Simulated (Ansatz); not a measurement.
One change: `CC[C@@]12[C@H]3[C@H]4[C@H]5[C@@H]1[Ti]4532([F])([O]C)[N](C)C` becomes `C[O][Ti]1234([F])([N](C)C)[C@@H]5[C@H]1[C@H]2[C@@]3([SiH3])[C@@H]54`.

Ansatz, PBE0-D4/def2-TZVP geometries, multiplicity 1. Each molecule was computed in one conformer, which needn't be the lowest.

Scalar relativity is left out up to krypton.

```tsv
property	`CC[C@@]12[C@H]3[C@H]4[C@H]5[C@@H]1[Ti]4532([F])([O]C)[N](C)C`
HOMO energy (B3LYP/def2-TZVPP) / eV	-6.00
HOMO–LUMO gap (PBE/def2-TZVPP) / eV	2.68
size of the dipole moment (B3LYP/def2-TZVPP) / D	1.57
LUMO energy (B3LYP/def2-TZVPP) / eV	-1.60
HOMO–LUMO gap (ωB97M-V/def2-TZVPP) / eV	9.17
size of the dipole moment (ωB97M-V/def2-TZVPP) / D	1.50
```

**Question.** What does the change do to each property? (Estimate.)

**Answer.** The calculation gave: 
```csv
property,`C[O][Ti]1234([F])([N](C)C)[C@@H]5[C@H]1[C@H]2[C@@]3([SiH3])[C@@H]54`,shift
HOMO energy (B3LYP/def2-TZVPP) / eV,-6.16,-0.16
HOMO–LUMO gap (PBE/def2-TZVPP) / eV,2.60,-0.08
size of the dipole moment (B3LYP/def2-TZVPP) / D,2.19,0.62
LUMO energy (B3LYP/def2-TZVPP) / eV,-1.84,-0.24
HOMO–LUMO gap (ωB97M-V/def2-TZVPP) / eV,9.06,-0.11
size of the dipole moment (ωB97M-V/def2-TZVPP) / D,2.10,0.60
```

With PBE0 the HOMO falls by 0.17 eV and the LUMO falls by 0.26 eV, so the gap narrows by about 0.09 eV. PBE moves the HOMO by -0.15 eV and ωB97M-V by -0.17 eV. Dipoles are sizes alone; their direction can turn.

B3LYP here is the variant with VWN-RPA as its local correlation; programs differ in this.
